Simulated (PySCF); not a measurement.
# Potential energy of YBr along the bond

Set-up: Y def2-TZVPP with ECP28, Br def2-TZVPP; scalar-relativistic core potentials (PySCF 2.14). Energies in eV from Y (4d1 5s2) + Br in their ground configurations at the same level. State: ¹Σ⁺ (singlet), closed shell.

All columns are PBE0. A positive dipole means Y(−)Br(+).

```json
{"R (Å)": "2.190", "E (eV)": "-3.539", "μ (D)": "-1.42", "Mulliken charge on Y (basis-dependent)": "0.17", "HOMO (eV)": "-4.48", "LUMO (eV)": "-1.58", "Mayer bond order": "1.52", "⟨S²⟩": "0.00"}
{"R (Å)": "2.292", "E (eV)": "-4.162", "μ (D)": "-1.67", "Mulliken charge on Y (basis-dependent)": "0.21", "HOMO (eV)": "-4.59", "LUMO (eV)": "-1.75", "Mayer bond order": "1.43", "⟨S²⟩": "0.00"}
{"R (Å)": "2.394", "E (eV)": "-4.494", "μ (D)": "-1.99", "Mulliken charge on Y (basis-dependent)": "0.23", "HOMO (eV)": "-4.70", "LUMO (eV)": "-1.92", "Mayer bond order": "1.36", "⟨S²⟩": "0.00"}
{"R (Å)": "2.471", "E (eV)": "-4.607", "μ (D)": "-2.27", "Mulliken charge on Y (basis-dependent)": "0.25", "HOMO (eV)": "-4.78", "LUMO (eV)": "-2.04", "Mayer bond order": "1.32", "⟨S²⟩": "0.00"}
{"R (Å)": "2.547", "E (eV)": "-4.634", "μ (D)": "-2.59", "Mulliken charge on Y (basis-dependent)": "0.27", "HOMO (eV)": "-4.87", "LUMO (eV)": "-2.17", "Mayer bond order": "1.28", "⟨S²⟩": "0.00"}
{"R (Å)": "2.623", "E (eV)": "-4.597", "μ (D)": "-2.93", "Mulliken charge on Y (basis-dependent)": "0.29", "HOMO (eV)": "-4.95", "LUMO (eV)": "-2.29", "Mayer bond order": "1.24", "⟨S²⟩": "0.00"}
{"R (Å)": "2.725", "E (eV)": "-4.478", "μ (D)": "-3.42", "Mulliken charge on Y (basis-dependent)": "0.31", "HOMO (eV)": "-5.07", "LUMO (eV)": "-2.45", "Mayer bond order": "1.19", "⟨S²⟩": "0.00"}
{"R (Å)": "2.853", "E (eV)": "-4.256", "μ (D)": "-4.08", "Mulliken charge on Y (basis-dependent)": "0.34", "HOMO (eV)": "-5.21", "LUMO (eV)": "-2.65", "Mayer bond order": "1.14", "⟨S²⟩": "0.00"}
{"R (Å)": "3.006", "E (eV)": "-3.931", "μ (D)": "-4.90", "Mulliken charge on Y (basis-dependent)": "0.38", "HOMO (eV)": "-5.38", "LUMO (eV)": "-2.87", "Mayer bond order": "1.07", "⟨S²⟩": "0.00"}
{"R (Å)": "3.209", "E (eV)": "-3.463", "μ (D)": "-6.05", "Mulliken charge on Y (basis-dependent)": "0.43", "HOMO (eV)": "-5.59", "LUMO (eV)": "-3.15", "Mayer bond order": "0.99", "⟨S²⟩": "0.00"}
```

A fit through these points gives, at Re = 2.538 Å, μ = -2.55 D and dμ/dR = -4.28 D/Å; the reduced mass is 41.81 u.

**Question.** How strong is the fundamental in the double-harmonic approximation, I = 42.26·(dμ/dR)²/μred km/mol?

**Answer.** I = 42.26·(-4.28)²/41.81 = 18.5 km/mol at PBE0.

The metal atom is held in its measured ground configuration; semilocal functionals can put another filling of s and d lower by some tenths of an eV, and De to that atom would be smaller. These are scalar-relativistic numbers at best; spin–orbit coupling would shift them, the dissociation energy most.
